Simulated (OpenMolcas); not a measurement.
## Mo3+: Racah parameters, worked from levels

```
Program             : OpenMolcas 26.06
Basis               : ANO-RCC-VDZP [6s5p3d1f]
Scalar Hamiltonian  : DKH2, point nucleus
Active space        : 3 electrons in 5 orbitals (4d)
State averaging     : 2S+1 = 4 even, 10 roots; 2S+1 = 2 even, 40 roots
Spin-orbit coupling : RASSI with atomic mean-field integrals over the reference wave functions, term energies averaged over their components
```

Methods: CASSCF; MS-CASPT2, IPEA 0.25 Eh, imaginary shift 0.1 Eh (closed shells correlated: 4s 4p). Measured levels: Sugar and Musgrove, J. Phys. Chem. Ref. Data 17, 155 (1988).

**Racah parameters.** Above 4F, d3 has 4P at 15B, 2G at 4B + 3C and 2H at 9B + 3C. The first two fix B and C, and the third tests them; where it misses by thousands of cm-1, two parameters do not describe the configuration (Trees and configuration-interaction terms are left out) and B and C hang on the terms chosen. Term energies are centres of gravity, weighted by 2J + 1.

```tsv
Source	4P	2G	B	C	C/B	2H from B, C	2H found
CASSCF	12008	12867	801	3222	4.02	16875	17331
MS-CASPT2	9856	11138	657	2837	4.32	14424	16007
measured	9280	10294	619	2606	4.21	13389	14500
```

Energies in cm-1. From CASSCF to MS-CASPT2, B changes by -18.0 % and C by -11.9 %. Against the measured terms, MS-CASPT2 has B off by +6.1 % and C by +8.9 %.

CASPT2 does not keep the components of a term degenerate, so their means are used; among the terms shown or strongly mixed into the levels shown the widest spread is 620 cm-1 (4d3 4F, MS-CASPT2). The basis is small and was not contracted for so high a charge. Without dynamic correlation excited terms often stand tens of per cent too high (terms of higher spin than the ground term too low), and those without a measured partner can miss by more than the paired ones (holds for CASSCF). Computed and measured levels are paired by configuration, term and J; levels that our copy of the source lacks, or whose pairing is in doubt (as where it misses far off the trend of its configuration), stay unpaired and out of the deviations. Only configurations of the active space appear.
